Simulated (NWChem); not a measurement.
System: CrH2SO3; SMILES [O]=[Cr]([OH])([SH])=[O]

NWChem printed, in part:

```
             Northwest Computational Chemistry Package (NWChem) 7.3.0
             --------------------------------------------------------

 C1  symmetry detected

                             Geometry "geometry" -> ""
                             -------------------------

 Output coordinates in angstroms (scale by  1.889725989 to convert to a.u.)

  No.       Tag          Charge          X              Y              Z
 ---- ---------------- ---------- -------------- -------------- --------------
    1 Cr                  24.0000     0.08605908     0.37085984    -0.00411334
    2 O                    8.0000     0.92546886     0.79625984     1.24403910
    3 O                    8.0000     0.80366924     0.69274026    -1.35399473
    4 O                    8.0000    -1.48155377     1.14562898     0.09097720
    5 H                    1.0000    -1.90878213     1.27222366    -0.78215052
    6 S                   16.0000    -0.11405632    -1.83519612    -0.01870191
    7 H                    1.0000    -0.31240949    -1.88675461     1.33192865

 Effective nuclear repulsion energy (a.u.)     412.4357843286

                                 NWChem DFT Module
                                 -----------------

 Summary of "ao basis" -> "ao basis" (spherical)
 ------------------------------------------------------------------------------
       Tag                 Description            Shells   Functions and Types
 ---------------- ------------------------------  ------  ---------------------
 Cr                          6-31g*                 12       34   5s4p2d1f
 O                           6-31g*                  6       14   3s2p1d
 H                           6-31g*                  2        2   2s
 S                           6-31g*                  8       18   4s3p1d

            General Information
            -------------------
          SCF calculation type: DFT
          Wavefunction type:  closed shell.
          No. of atoms     :     7
          No. of electrons :    66
           Alpha electrons :    33
            Beta electrons :    33
          Charge           :     0
          Spin multiplicity:     1
          Use of symmetry is: off; symmetry adaption is: off
          Maximum number of iterations: 150
          AO basis - number of functions:    98
                     number of shells:    42
          Convergence on energy requested:  1.00D-06
          Convergence on density requested:  1.00D-05
          Convergence on gradient requested:  5.00D-04

              XC Information
              --------------
                        MPW1K Method XC Functional
                     Hartree-Fock (Exact) Exchange  0.428
                        mPW91  Exchange Functional  0.572
                Perdew 1991 Correlation Functional  1.000 non-local
            Perdew 1991 LDA Correlation Functional  1.000 local

             Grid Information
             ----------------
          Grid used for XC integration:  medium
          Radial quadrature: Mura-Knowles
          Angular quadrature: Lebedev.
          Tag              B.-S. Rad. Rad. Pts. Rad. Cut. Ang. Pts.
          ---              ---------- --------- --------- ---------
          Cr                  1.40      112           9.0       590
          O                   0.60       49          10.0       434
          H                   0.35       45          10.0       434
          S                   1.00       88          10.0       590
          Grid pruning is: on
          Number of quadrature shells:   437
          Spatial weights used:  Erf1

      Superposition of Atomic Density Guess
      -------------------------------------

 Sum of atomic energies:       -1665.78726100

      Non-variational initial energy
      ------------------------------

 Total energy =   -1665.834139
 1-e energy   =   -3115.886017
 2-e energy   =    1037.616093
 HOMO         =      -0.339704
 LUMO         =      -0.035024

     ---------------------------------------------
      Total Density - Mulliken Population Analysis
     ---------------------------------------------

    Atom       Charge   Shell Charges
 -----------   ------   -------------------------------------------------------
    1 Cr  24    20.46   2.00  2.00  6.00  2.00  5.99  0.25  0.29  0.06  0.05  0.74  1.03  0.04
    2 O    8     9.28   2.00  0.99  3.28  0.98  2.02  0.01
    3 O    8     9.27   2.00  0.99  3.28  0.98  2.02  0.01
    4 O    8     9.17   2.00  0.94  3.18  0.95  2.09  0.01
    5 H    1     0.43   0.34  0.09
    6 S   16    16.68   2.00  2.00  5.98  1.33  3.23  0.53  1.58  0.02
    7 H    1     0.73   0.38  0.34

   convergence    iter        energy       DeltaE   RMS-Dens  Diis-err
 ---------------- ----- ----------------- --------- --------- ---------
 d= 0,ls=0.0,diis     1  -1667.9099747370 -2.08D+03  5.63D-02  1.18D+01
 d= 0,ls=0.0,diis     2  -1648.3811512458  1.95D+01  4.25D-02  1.64D+02
 d= 0,ls=0.0,diis     3  -1666.5935171699 -1.82D+01  1.82D-02  3.87D+01
 d= 0,ls=0.0,diis     4  -1666.4538024949  1.40D-01  8.07D-03  4.15D+01
 d= 0,ls=0.0,diis     5  -1667.0812587301 -6.27D-01  3.09D-03  3.38D+01
  Resetting Diis
 d= 0,ls=0.0,diis     6  -1667.0881197299 -6.86D-03  1.72D-03  3.37D+01
 d= 0,ls=0.0,diis     7  -1667.1381336577 -5.00D-02  5.02D-02  3.30D+01
 d= 0,ls=0.0,diis     8  -1662.9796297101  4.16D+00  4.50D-02  5.45D+01
 d= 0,ls=0.0,diis     9  -1668.9047259863 -5.93D+00  7.30D-03  6.02D+00
 d= 0,ls=0.0,diis    10  -1669.2239855387 -3.19D-01  6.77D-03  1.49D+00
 d= 0,ls=0.0,diis    11  -1669.2867933439 -6.28D-02  3.69D-03  6.57D-01
 d= 0,ls=0.0,diis    12  -1669.3470558229 -6.03D-02  1.35D-03  3.69D-02
 d= 0,ls=0.0,diis    13  -1669.3499919598 -2.94D-03  5.59D-04  6.72D-03
 d= 0,ls=0.0,diis    14  -1669.3507713786 -7.79D-04  1.41D-04  1.28D-03
 d= 0,ls=0.0,diis    15  -1669.3508489898 -7.76D-05  1.40D-04  5.27D-04
 d= 0,ls=0.0,diis    16  -1669.3509090160 -6.00D-05  7.92D-05  1.65D-05
 d= 0,ls=0.0,diis    17  -1669.3509148907 -5.87D-06  2.02D-05  1.13D-05
 d= 0,ls=0.0,diis    18  -1669.3509160863 -1.20D-06  7.67D-06  8.76D-07
 d= 0,ls=0.0,diis    19  -1669.3509161977 -1.11D-07  2.30D-06  3.11D-08

         Total DFT energy =    -1669.350916197698
      One electron energy =    -3116.159066017826
           Coulomb energy =     1134.729329337973
    Exchange-Corr. energy =     -100.356963846447
 Nuclear repulsion energy =      412.435784328603

 Numeric. integr. density =       65.999996329719

                       DFT Final Molecular Orbital Analysis
                       ------------------------------------

 Vector   31  Occ=2.000000D+00  E=-4.046715D-01
              MO Center=  5.0D-01,  1.1D-01,  1.3D-01, r^2= 3.5D+00
   Bfn.  Coefficient  Atom+Function         Bfn.  Coefficient  Atom+Function
  ----- ------------  ---------------      ----- ------------  ---------------
    37      0.361010  2 O  px                51     -0.332100  3 O  px
    86     -0.318418  6 S  py                41      0.256793  2 O  px
    55     -0.237840  3 O  px                38      0.176204  2 O  py
    10      0.149034  1 Cr s                 90     -0.125115  6 S  py
    82      0.121741  6 S  py                42      0.119893  2 O  py

 Vector   32  Occ=2.000000D+00  E=-3.973688D-01
              MO Center=  2.6D-01, -7.7D-01, -1.1D-01, r^2= 3.6D+00
   Bfn.  Coefficient  Atom+Function         Bfn.  Coefficient  Atom+Function
  ----- ------------  ---------------      ----- ------------  ---------------
    86      0.443180  6 S  py                52     -0.247159  3 O  py
    37      0.234725  2 O  px                87      0.192400  6 S  pz
    90      0.184431  6 S  py                51     -0.172172  3 O  px
    84     -0.172489  6 S  s                 41      0.171025  2 O  px
    56     -0.171402  3 O  py                82     -0.169420  6 S  py

 Vector   33  Occ=2.000000D+00  E=-3.349516D-01
              MO Center= -1.5D-01, -1.4D+00,  2.7D-02, r^2= 2.7D+00
   Bfn.  Coefficient  Atom+Function         Bfn.  Coefficient  Atom+Function
  ----- ------------  ---------------      ----- ------------  ---------------
    85      0.636771  6 S  px                89      0.367577  6 S  px
    81     -0.239853  6 S  px                66     -0.170129  4 O  py
    70     -0.138850  4 O  py                38      0.124956  2 O  py
    87      0.093547  6 S  pz                42      0.092570  2 O  py
    65     -0.092598  4 O  px                52      0.081111  3 O  py

 Vector   34  Occ=0.000000D+00  E=-1.305619D-01
              MO Center= -1.6D-03,  2.6D-01,  2.3D-03, r^2= 1.8D+00
   Bfn.  Coefficient  Atom+Function         Bfn.  Coefficient  Atom+Function
  ----- ------------  ---------------      ----- ------------  ---------------
    18      0.515965  1 Cr d -2              22      0.337295  1 Cr d  2
    23      0.312353  1 Cr d -2              85      0.213843  6 S  px
    27      0.202880  1 Cr d  2              11     -0.178141  1 Cr px
    66      0.175510  4 O  py                39      0.164314  2 O  pz
    89      0.157948  6 S  px                70      0.150182  4 O  py

 Vector   35  Occ=0.000000D+00  E=-1.185622D-01
              MO Center=  3.2D-01,  4.5D-01, -1.5D-01, r^2= 1.5D+00
   Bfn.  Coefficient  Atom+Function         Bfn.  Coefficient  Atom+Function
  ----- ------------  ---------------      ----- ------------  ---------------
    19      0.566882  1 Cr d -1              24      0.342153  1 Cr d -1
    52      0.313760  3 O  py                56      0.258690  3 O  py
    21      0.241861  1 Cr d  1              38     -0.221999  2 O  py
    42     -0.181643  2 O  py                26      0.143288  1 Cr d  1
    51     -0.124637  3 O  px                37      0.117771  2 O  px

[...]
```

Level: MPW1K/6-31G* (spherical d). All runs use the structure optimised with PBE-D3(BJ)/def2-SVP.

Problem. Which NWChem input produces such a log?

Solution. This is not unique; one that fits is the input that was run:
```
start job
memory heap 200 mb stack 900 mb global 1100 mb
geometry units angstroms noautoz
  Cr     0.048185     0.364891     0.104002
  O      0.939552     0.668450     1.351710
  O      0.681134     0.875015    -1.230127
  O     -1.536213     1.061352     0.371106
  H     -2.013802     1.275931    -0.457608
  S     -0.081081    -1.829307    -0.171184
  H     -0.204490    -2.051325     1.171084
end
basis spherical
  Cr library 6-31g*
  O library 6-31g*
  H library 6-31g*
  S library 6-31g*
end
dft
  xc mpw1k
  iterations 150
  mulliken
end
task dft energy
```
